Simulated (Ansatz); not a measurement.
Reaction (formal exchange of groups at a C–N bond): `CN(C)CO` + `C[SiH](F)S` → `C[Si](C)(F)S` + `CNCO`

Isolated molecules relaxed with PBE0-D4/def2-TZVP in Ansatz; ΔE leaves out vibrations. CCSD(T)/CBS is the MP2 limit (def2-TZVPP, def2-QZVPP) plus CCSD(T) − MP2 in def2-TZVPP, frozen cores. DFT in def2-TZVPP. Each species was taken in one conformer, which may not be the lowest.

Task: Is it downhill or uphill in electronic energy at CCSD(T)/CBS, and by how much? (Best estimate.)

Result: Computed: Downhill: ΔE = -64.5 kJ/mol.

Task: What do these levels give: BHLYP-D4, BLYP, PBE0, r2SCANh, CAM-B3LYP, LC-ωPBE, RPA@PBE/def2-TZVPP, HF/def2-SVP, CCSD(T)/def2-SVP, HF/def2-TZVPP, MP2/def2-TZVPP, MP2/def2-QZVPP? (Best estimate.)

Result: Computed: BHLYP-D4 -65.4, BLYP -63.0, PBE0 -65.9, r2SCANh -67.3, CAM-B3LYP -62.4, LC-ωPBE -67.8, RPA@PBE/def2-TZVPP -56.1, HF/def2-SVP -53.4, CCSD(T)/def2-SVP -44.3, HF/def2-TZVPP -64.0, MP2/def2-TZVPP -62.5, MP2/def2-QZVPP -64.3 kJ/mol.

Largest T1 diagnostic among the species: 0.011.

At CCSD(T), def2-SVP lies +20.2 kJ/mol from the extrapolated value and def2-TZVPP +3.1 kJ/mol. Leaving LDA and LC-ωPBE aside and taking each functional with its dispersion term where it has one, the values, not all of them listed here, spread over 5.8 kJ/mol, from r2SCAN0-D4 to BLYP-D4. LDA lies +8.6 kJ/mol from PBE without D4.
